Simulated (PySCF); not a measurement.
# Correlation energy of Ti (titanium, neutral)

[Ar] 3d4, high-spin 5D determinant (an excited configuration). All numbers are calculated (PySCF 2.14, the spin-free X2C one-electron Hamiltonian (Gaussian nucleus), in x2c-TZVPPall). Frozen: [Ar]; 4 electrons correlated.

```csv
level,correlation energy (mhartree)
CCSD,-69.00
(T),-3.91
CCSD(T),-72.91
```

Diagnostics: T1 = 0.036, D1 = 0.0545, largest double amplitude 0.070.

T1 exceeds 0.03, a sign that the reference determinant is poor.

Cost of the coupled-cluster step: about 2.1 core-seconds, for 4 correlated electrons.

Iterations:

```
CC2 = 0
CCSD nocc = (np.int64(4), np.int64(0)), nmo = (55, 55)
frozen orbitals [[0, 1, 2, 3, 4, 5, 6, 7, 8], [0, 1, 2, 3, 4, 5, 6, 7, 8]]
max_cycle = 100
direct = 0
conv_tol = 1e-08
conv_tol_normt = 1e-06
diis_space = 8
diis_start_cycle = 0
Init t2, MP2 energy = -0.0593659021099276
Init E_corr(UCCSD) = -0.0593659021619208
cycle = 1  E_corr(UCCSD) = -0.0654027563016243  dE = -0.00603685414  norm(t1,t2) = 0.0663594
cycle = 2  E_corr(UCCSD) = -0.0674290446499309  dE = -0.00202628835  norm(t1,t2) = 0.0267846
cycle = 3  E_corr(UCCSD) = -0.0685527457387605  dE = -0.00112370109  norm(t1,t2) = 0.0176679
cycle = 4  E_corr(UCCSD) = -0.0687512652446327  dE = -0.000198519506  norm(t1,t2) = 0.0113356
cycle = 5  E_corr(UCCSD) = -0.0688577393642495  dE = -0.00010647412  norm(t1,t2) = 0.0150279
cycle = 6  E_corr(UCCSD) = -0.0688372464787236  dE = 2.04928855e-05  norm(t1,t2) = 0.00519185
cycle = 7  E_corr(UCCSD) = -0.0690215159911167  dE = -0.000184269512  norm(t1,t2) = 0.00241189
cycle = 8  E_corr(UCCSD) = -0.0689895985846668  dE = 3.19174064e-05  norm(t1,t2) = 0.000615486
cycle = 9  E_corr(UCCSD) = -0.0690008100863127  dE = -1.12115016e-05  norm(t1,t2) = 0.000249056
cycle = 10  E_corr(UCCSD) = -0.0689971935204917  dE = 3.61656582e-06  norm(t1,t2) = 8.32726e-05
cycle = 11  E_corr(UCCSD) = -0.0689975745241807  dE = -3.81003689e-07  norm(t1,t2) = 3.58759e-05
cycle = 12  E_corr(UCCSD) = -0.0689974133238608  dE = 1.6120032e-07  norm(t1,t2) = 1.95508e-05
cycle = 13  E_corr(UCCSD) = -0.0689975130459417  dE = -9.97220809e-08  norm(t1,t2) = 1.17914e-05
cycle = 14  E_corr(UCCSD) = -0.0689975342360253  dE = -2.11900836e-08  norm(t1,t2) = 4.21844e-06
cycle = 15  E_corr(UCCSD) = -0.0689975300023603  dE = 4.23366506e-09  norm(t1,t2) = 1.28404e-06
cycle = 16  E_corr(UCCSD) = -0.0689975258310651  dE = 4.17129514e-09  norm(t1,t2) = 6.84159e-07
UCCSD converged
E(UCCSD) = -852.6402941082168  E_corr = -0.06899752583106511
UCCSD(T) correction = -0.00390550355518382
```
